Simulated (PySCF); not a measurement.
Gas-phase reaction: 2 Ga₂O + 6 H₂O₂ ⇌ 4 Ga(OH)₃ + O₂, at 2500 K and a standard pressure of 1 bar. Level: CCSD(T)/def2-TZVPP†.

Method: PySCF energies plus ideal-gas RRHO corrections (1 bar). S°(298 K) at PBE0/def2-TZVP differs from the NASA 1993 table for H₂O₂ (-8 J/mol/K); whether the harmonic model or the table's entry is off was not settled. † marks an energy on the PBE0/def2-TZVP geometry and frequencies. CCSD(T) freezes the core. Open shells (unrestricted): O₂ (multiplicity 3); the rest are closed-shell singlets. Ga: all electrons, no relativistic terms. No R ln 2 is added for the mirror-image form of H₂O₂. Ga(OH)₃: computed as isolated molecules; such fragments, hydroxides, amides, oligomers or adducts are transient or little studied in the gas. CCSD(T) isn't extrapolated to the basis-set limit; its ΔH°(298 K) is -1959.2 kJ in def2-SVP and -2022.9 kJ in def2-TZVPP. The harmonic model lacks anharmonicity and excited electronic states, which grow with temperature; levels with a mode under 35 cm⁻¹ are left out. Internal rotation in H₂O₂ is treated as a harmonic vibration of one conformer, which makes the entropy rough. Soft modes under 120 cm⁻¹ make the harmonic entropy rough for Ga₂O.

```csv
species,E (Ha),H(2500 K) − E (kJ/mol),S°(2500 K) (J/mol/K)
Ga₂O,-3922.13753,156.4,415.0
H₂O₂,-151.36479,226.2,353.6
Ga(OH)₃,-2150.77410,421.5,583.8
O₂,-150.13436,95.2,275.5
```
E: electronic energy; H − E holds the zero-point and thermal terms. 1 Ha = 2625.5 kJ/mol.

Q: Work out ΔH°, ΔS°, ΔG° and log10 K from these numbers.

A: 1. ΔE = 4×(-2150.77410) + 1×(-150.13436) − 2×(-3922.13753) − 6×(-151.36479) = -0.76696 Ha = -2013.7 kJ.
2. Δ(H − E) = 4×(421.5) + 1×(95.2) − 2×(156.4) − 6×(226.2) = 111.2 kJ, so ΔH° = -1902.5 kJ.
3. ΔS° = 4×(583.8) + 1×(275.5) − 2×(415.0) − 6×(353.6) = -340.9 J/K; the number of gas molecules changes by -3.
4. ΔG° = ΔH° − TΔS° = -1902.5 − 2500×(-340.9)/1000 = -1050.2 kJ.
5. log10 K = −ΔG°/(RT ln 10) = 21.94, with RT ln 10 = 47.86 kJ/mol; at standard pressures the products are favoured.
6. A shift of 10 kJ in ΔE would move log10 K by 0.21 here.
For scale, ΔH°(298 K) is -2023 kJ at this level, -1906 kJ at ωB97M-V/def2-TZVP†, and runs from -2169 to -1263 kJ over the 19 levels computed.
